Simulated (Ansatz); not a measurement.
Geometry optimisation, RKS PBE0/def2-SVP in Ansatz.

Input file:

```yaml
crystal:
  periodic: [false, false, false]
  atoms:
    - { symbol: "N", position_ang: [-0.3102, -0.7625, -1.7034] }
    - { symbol: C, position_ang: [-0.2085, -0.3433, -0.3131] }
    - { symbol: O, position_ang: [1.0865, -0.5786, 0.0766] }
    - { symbol: F, position_ang: [-0.9908, -1.1024, 0.4515] }
    - { symbol: O, position_ang: [-0.5189, 1.0177, -0.188] }
    - { symbol: Sb, position_ang: [-0.5098, 1.5956, 1.8013] }
    - { symbol: H, position_ang: [0.50389, -1.26201, -1.98812] }
    - { symbol: H, position_ang: [-0.37662, 0.14273, -2.2703] }
    - { symbol: H, position_ang: [1.7012, 0.0388, -0.4057] }
    - { symbol: H, position_ang: [1.0914, 2.2982, 1.6582] }
    - { symbol: H, position_ang: [0.1825, 0.0814, 2.429] }
basis:
  gaussian: { orbitals: def2-SVP }
hamiltonian:
  xc: pbe0
relax:
  f_tol: 0.015
  max_steps: 40
output:
  orbitals: {}
```

Run as:

```bash
$ ansatz run input.yaml --threads 2 --pin off --max-ram 3072MiB --backend cpu --events-out ev --progress --plain --runs-dir out
```

Q: Where does it end, and by what steps?

A: It converged. After 19 steps the energy has fallen by 0.497 eV; H10 moved furthest, 0.94 Å.

```json
{"step": "0", "energy less start (eV)": "0.0000", "largest force component (eV/Å)": "3.179", "accepted": "yes"}
{"step": "1", "energy less start (eV)": "-0.3276", "largest force component (eV/Å)": "1.141", "accepted": "yes"}
{"step": "2", "energy less start (eV)": "-0.4058", "largest force component (eV/Å)": "0.631", "accepted": "yes"}
{"step": "3", "energy less start (eV)": "-0.4260", "largest force component (eV/Å)": "0.381", "accepted": "yes"}
{"step": "4", "energy less start (eV)": "-0.4387", "largest force component (eV/Å)": "0.170", "accepted": "yes"}
{"step": "5", "energy less start (eV)": "-0.4407", "largest force component (eV/Å)": "0.075", "accepted": "yes"}
{"step": "6", "energy less start (eV)": "-0.4421", "largest force component (eV/Å)": "0.046", "accepted": "yes"}
{"step": "7", "energy less start (eV)": "-0.4437", "largest force component (eV/Å)": "0.059", "accepted": "yes"}
{"step": "8", "energy less start (eV)": "-0.4516", "largest force component (eV/Å)": "0.188", "accepted": "yes"}
{"step": "9", "energy less start (eV)": "-0.4522", "largest force component (eV/Å)": "0.471", "accepted": "yes"}
{"step": "10", "energy less start (eV)": "-0.4813", "largest force component (eV/Å)": "0.200", "accepted": "yes"}
{"step": "11", "energy less start (eV)": "-0.4882", "largest force component (eV/Å)": "0.184", "accepted": "yes"}
{"step": "12", "energy less start (eV)": "-0.4877", "largest force component (eV/Å)": "0.303", "accepted": "no"}
{"step": "13", "energy less start (eV)": "-0.4949", "largest force component (eV/Å)": "0.061", "accepted": "yes"}
{"step": "14", "energy less start (eV)": "-0.4952", "largest force component (eV/Å)": "0.168", "accepted": "yes"}
{"step": "15", "energy less start (eV)": "-0.4962", "largest force component (eV/Å)": "0.054", "accepted": "yes"}
{"step": "16", "energy less start (eV)": "-0.4964", "largest force component (eV/Å)": "0.069", "accepted": "yes"}
{"step": "17", "energy less start (eV)": "-0.4967", "largest force component (eV/Å)": "0.028", "accepted": "yes"}
{"step": "18", "energy less start (eV)": "-0.4968", "largest force component (eV/Å)": "0.027", "accepted": "yes"}
{"step": "19", "energy less start (eV)": "-0.4968", "largest force component (eV/Å)": "0.014", "accepted": "yes"}
```

```xyz
11
Properties=species:S:1:pos:R:3
N -0.360 -0.528 -1.775
C -0.063 -0.419 -0.402
O 1.083 -1.106 -0.026
F -1.047 -1.058 0.343
O -0.032 0.894 -0.049
Sb -0.616 1.360 1.851
H 0.193 -1.233 -2.245
H -0.348 0.368 -2.245
H 1.825 -0.539 -0.266
H 0.304 2.813 1.745
H 0.712 0.573 2.618
```

Whether the end is a true minimum wasn't checked by a vibrational analysis.

Time of the run: 54 s on 2 threads of Intel(R) Xeon(R) 6975P-C (Granite Rapids), with other jobs on the host, peak memory 0.34 GiB.
